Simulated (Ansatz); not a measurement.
This geometry of BClFH₃O (7 atoms, charge 0, multiplicity 1) is a first-order saddle point.

Computed with Ansatz 0.2.0, RKS PBE-D4/def2-SVP.

```xyz
7
Properties=species:S:1:pos:R:3
B 0.057 -0.295 -0.068
Cl -0.052 0.166 2.123
H 1.082 0.241 -0.416
F -1.122 0.007 -0.628
O 0.166 -1.736 0.342
H -0.692 -2.178 0.168
H 0.098 -1.234 1.504
```

(1) Which two structures does it join? (They come from a converged band through this point; their orientation in space is the band's.)

(2) How far does it lie above each of them?

## Answers

(1) Bonds broken: B1–Cl2, O5–H7. Bonds formed: Cl2–H7. BClFH3O becomes BFH2O + ClH.

First end point:

```xyz
7
Properties=species:S:1:pos:R:3
B 0.054 -0.081 0.149
Cl -0.069 0.533 1.895
H 1.074 0.217 -0.439
F -1.125 -0.025 -0.544
O 0.185 -1.771 0.448
H -0.656 -2.127 0.087
H 0.074 -1.777 1.430
```

Last end point:

```xyz
7
Properties=species:S:1:pos:R:3
B -0.123 -0.373 -0.617
Cl 0.693 -0.422 3.264
H 0.510 0.629 -0.378
F -0.641 -0.591 -1.830
O -0.313 -1.295 0.370
H -0.840 -2.068 0.085
H 0.251 -0.909 2.131
```

(2) 0.49 eV above the first and 0.66 eV above the second. This is the barrier of this one path; another mechanism may lie lower. The orbitals stay closed-shell, which can raise the energy where a bond breaks towards radicals; this wasn't checked here.

Time of the run: 2.2 min on 1 thread of Arm Neoverse V2, with other jobs on the host, peak memory 0.15 GiB.
